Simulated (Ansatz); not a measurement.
CHCl, singlet, at a GFN2-xTB geometry; R2SCAN/def2-SVP (Ansatz, a first-principles code).

Ansatz was given this input:
Ansatz 0.2 input:
```yaml
crystal:
  periodic: [false, false, false]
  atoms:
    - {symbol: C, position_ang: [-1.02555045, 0.51141695, 0.04925011]}
    - {symbol: Cl, position_ang: [0.46670147, -0.16319083, -0.01323040]}
    - {symbol: H, position_ang: [-1.78062225, -0.29425759, -0.07058381]}
basis:
  gaussian:
    orbitals: def2-SVP
hamiltonian:
  xc: r2scan
accuracy: high
```

### Question
Predict the main parts of the log of this Ansatz run.

### Answer

```
Functional definition: r2SCAN
723 factors; integrals over basis functions are off by at most 3.3e-9 eV
mean field evaluation 1: about -13562.0188 eV, gradient 3.6e1 eV
mean field evaluation 2: about -13556.0098 eV, gradient 5.6e1 eV
mean field evaluation 4: about -13565.5994 eV, gradient 1.0e0 eV
mean field evaluation 8: about -13565.6006 eV, gradient 1.4e-2 eV
mean field evaluation 16: about -13565.6006 eV, gradient 1.1e-6 eV
mean field -13565.60055136 eV, -498.5266251683 hartree, gradient 7.9e-8 eV, S^2 0.000000; 0 other end points of the search recorded, 0 dependent functions left out
reference -13565.60055175 eV, -498.5266251824 hartree; 12, 12 occupied and 25, 25 virtual orbitals, 723 factors
Total energy: -13565.60055175 eV, -498.5266251824 hartree
```
